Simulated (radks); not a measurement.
Values are calculated unless marked as measured or tabulated.
Task: Excited configurations of the dysprosium ion Dy3+: one electron is placed in a higher orbital outside [Xe] 4f8. The ground configuration is [Xe] 4f9. Level of theory: Dirac Kohn-Sham, PBEsol, spin-unpolarised, spherical densities, finite nucleus; open shells fill j = l - 1/2 first; Fermi nuclear charge, rms radius 5.2218 fm (a radial shooting solver on a logarithmic mesh with Libxc functionals). Excitation = E - E(ground); binding = E(ion) - E, where the ion is the core of charge +4; n* = 4/sqrt(2 binding) in atomic units, and the quantum defect is n - n*.

| outer orbital | excitation (eV) | binding (eV) | n* | quantum defect | eigenvalue (eV) | <r> (bohr) |
|---|---|---|---|---|---|---|
| 6p1/2 | 20.349 | 23.715 | 3.030 | 2.970 | -20.737 | 3.343 |
| 6d3/2 | 28.246 | 15.817 | 3.710 | 2.290 | -13.809 | 4.608 |
| 6f5/2 | 34.704 | 9.359 | 4.823 | 1.177 | -8.098 | 7.323 |
| 7d3/2 | 34.188 | 9.876 | 4.695 | 2.305 | -8.713 | 7.755 |

Estimate the row for 7f5/2.

Result: excitation (eV) 37.515; binding (eV) 6.548; n* 5.766; quantum defect 1.234; eigenvalue (eV) -5.781; <r> (bohr) 11.20. The Delta-SCF ionisation energy is 44.063 eV (NIST Atomic Spectra Database: 41.2 eV, semi-empirical). Self-interaction in the functional shifts the binding energies and quantum defects, so they are the method's values and not measured ones. Spin polarisation and multiplet splitting are left out, so open shells lie too high by an amount that depends on their filling.

Beside tabulated values, note that spin-unpolarised runs miss the spin-polarisation part of the exchange energy of open shells.
